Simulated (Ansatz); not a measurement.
`CNCS[SiH3]` + H₂O → `CNCO` + `[SiH3]S`  (formal hydrolysis of a C–S bond)

Gas-phase electronic energies from Ansatz, PBE0-D4/def2-TZVP geometries. CCSD(T)/CBS is the MP2 limit (def2-TZVPP, def2-QZVPP) plus CCSD(T) − MP2 in def2-TZVPP, frozen cores. This one scheme is used for every species. Functionals use def2-TZVPP. One conformer a species, not always the lowest.

```
             level  ΔE (kJ/mol)
         r2SCAN-D4         25.4
           PBE0-D4         25.7
   CCSD/def2-TZVPP         16.1
CCSD(T)/def2-TZVPP         21.0
```

What does CCSD(T)/CBS give? (Estimate.)

Computed: +28.7 kJ/mol. The listed levels differ from it by -3.3, -3.0, -12.6, -7.7 kJ/mol.

Largest T1 diagnostic among the species: 0.011.

In def2-TZVPP, CCSD(T) changes the Hartree–Fock value by +23.0 kJ/mol (the triples alone add +5.0 kJ/mol) and MP2 by +32.7 kJ/mol. The D4 term adds +11.6 kJ/mol with B3LYP and +6.5 kJ/mol with PBE0; it sums over pairs of atoms, weighted by their polarisabilities, and B3LYP, whose exchange is more repulsive, gets the larger term. From PBE to PBE0 (25 % exact exchange), in def2-TZVPP and without D4, ΔE moves by −3.3 kJ/mol.

B3LYP here is the variant with VWN-RPA as its local correlation; programs differ in this.
